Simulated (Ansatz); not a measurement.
C2H7BOSi can be A, `CC1([SiH3])BO1`, or B, `CC1B[SiH2]O1`.

Calculated with Ansatz (gas phase, PBE0-D4/def2-TZVP geometries, no zero-point term in ΔE). CCSD(T)/CBS is the MP2 limit (def2-TZVPP, def2-QZVPP) plus CCSD(T) − MP2 in def2-TZVPP, frozen cores. DFT in def2-TZVPP. B3LYP here is the variant with VWN-RPA as its local correlation; programs differ in this.

Task: Which isomer does CCSD(T)/CBS put lower? Give the gap. (An estimate is asked.)

Result: Ansatz gave: A, by 6.2 kcal/mol.

Task: Give E(B) − E(A) in kcal/mol with B3LYP-D4, MP2/def2-TZVPP, r2SCAN-D4, ωB97M-V, HF/def2-TZVPP, CCSD(T)/def2-TZVPP, B3LYP. (Estimate.)

Result: The calculation gave: B3LYP-D4 7.7, MP2/def2-TZVPP 8.2, r2SCAN-D4 7.9, ωB97M-V 7.1, HF/def2-TZVPP 2.6, CCSD(T)/def2-TZVPP 6.8, B3LYP 7.8. None reverses the order clearly.

Largest T1 diagnostic: 0.015.

In def2-TZVPP, CCSD(T) changes the Hartree–Fock value by +4.2 kcal/mol (the triples alone add +1.3 kcal/mol) and MP2 by +5.6 kcal/mol. From PBE to PBE0 (25 % exact exchange), in def2-TZVPP and without D4, E(B) − E(A) moves by −2.6 kcal/mol.
